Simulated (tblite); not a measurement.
Isomers of C5H13NO2Si. Computed with GFN2-xTB (tblite): harmonic, unscaled wavenumbers at the GFN2-xTB geometry, gas phase. Against measured fundamentals such values can be off by several per cent, at times by over 20. Modes of hydrogen on silicon can be 10 to 20 % off. One conformer each.

Electronic energies: GFN2-xTB at the same geometries; isomer energies are rough at this level and their order can be wrong.

```tsv
SMILES	electronic energy, lowest = 0 (kJ/mol)
CCO[SiH2]N(C)C(C)=O	0.0
COC[SiH2]N(C)C(C)=O	195.3
CC[C@H](O[SiH3])C(=O)NC	79.1
CNC(=O)[C@@H](C)OC[SiH3]	266.1
C=C[C@@H](CC)O[Si@H](N)O	44.1
CNC(=O)[C@H](C)CO[SiH3]	88.1
COC/C(=N\[SiH3])[C@H](C)O	277.4
```

**Question.** How do GFN2-xTB zero-point energies change the relative energies?

**Answer.** 
```json
{"SMILES": "CCO[SiH2]N(C)C(C)=O", "ZPE (kJ/mol)": "465.0", "of it from modes above 1550 cm⁻¹": "235.3", "electronic (kJ/mol)": "0.0", "with ZPE, lowest = 0 (kJ/mol)": "0.0", "lowest mode (cm⁻¹)": "26", "rings": "0"}
{"SMILES": "C=C[C@@H](CC)O[Si@H](N)O", "ZPE (kJ/mol)": "466.0", "of it from modes above 1550 cm⁻¹": "250.6", "electronic (kJ/mol)": "44.1", "with ZPE, lowest = 0 (kJ/mol)": "45.1", "lowest mode (cm⁻¹)": "24", "rings": "0"}
{"SMILES": "CC[C@H](O[SiH3])C(=O)NC", "ZPE (kJ/mol)": "459.1", "of it from modes above 1550 cm⁻¹": "232.7", "electronic (kJ/mol)": "79.1", "with ZPE, lowest = 0 (kJ/mol)": "73.2", "lowest mode (cm⁻¹)": "55", "rings": "0"}
{"SMILES": "CNC(=O)[C@H](C)CO[SiH3]", "ZPE (kJ/mol)": "457.4", "of it from modes above 1550 cm⁻¹": "232.6", "electronic (kJ/mol)": "88.1", "with ZPE, lowest = 0 (kJ/mol)": "80.5", "lowest mode (cm⁻¹)": "17", "rings": "0"}
{"SMILES": "COC[SiH2]N(C)C(C)=O", "ZPE (kJ/mol)": "460.6", "of it from modes above 1550 cm⁻¹": "233.2", "electronic (kJ/mol)": "195.3", "with ZPE, lowest = 0 (kJ/mol)": "191.0", "lowest mode (cm⁻¹)": "48", "rings": "0"}
{"SMILES": "CNC(=O)[C@@H](C)OC[SiH3]", "ZPE (kJ/mol)": "452.9", "of it from modes above 1550 cm⁻¹": "231.8", "electronic (kJ/mol)": "266.1", "with ZPE, lowest = 0 (kJ/mol)": "254.0", "lowest mode (cm⁻¹)": "32", "rings": "0"}
{"SMILES": "COC/C(=N\\[SiH3])[C@H](C)O", "ZPE (kJ/mol)": "451.5", "of it from modes above 1550 cm⁻¹": "230.3", "electronic (kJ/mol)": "277.4", "with ZPE, lowest = 0 (kJ/mol)": "263.9", "lowest mode (cm⁻¹)": "39", "rings": "0"}
```

The zero-point energies span 14.5 kJ/mol, from `COC/C(=N\[SiH3])[C@H](C)O` to `C=C[C@@H](CC)O[Si@H](N)O`. The order is unchanged.

**Question.** What do entropy and thermal enthalpy add at 298.15 K and 1 bar (rigid rotor, harmonic oscillator, one conformer each)?

**Answer.** 
```tsv
SMILES	point group	symmetry number	S (J/(mol K))	H − H(0) (kJ/mol)	ZPE + H − H(0) − TS (kJ/mol)
CCO[SiH2]N(C)C(C)=O	C1	1	463.1	35.19	362.1
CC[C@H](O[SiH3])C(=O)NC	C1	1	452.4	34.33	358.5
COC[SiH2]N(C)C(C)=O	C1	1	461.3	35.51	358.6
CNC(=O)[C@@H](C)OC[SiH3]	C1	1	472.4	36.03	348.0
COC/C(=N\[SiH3])[C@H](C)O	C1	1	461.6	35.43	349.3
```

Not tabulated: `C=C[C@@H](CC)O[Si@H](N)O` (lowest mode only 24 cm⁻¹); `CNC(=O)[C@H](C)CO[SiH3]` (lowest mode only 16 cm⁻¹).
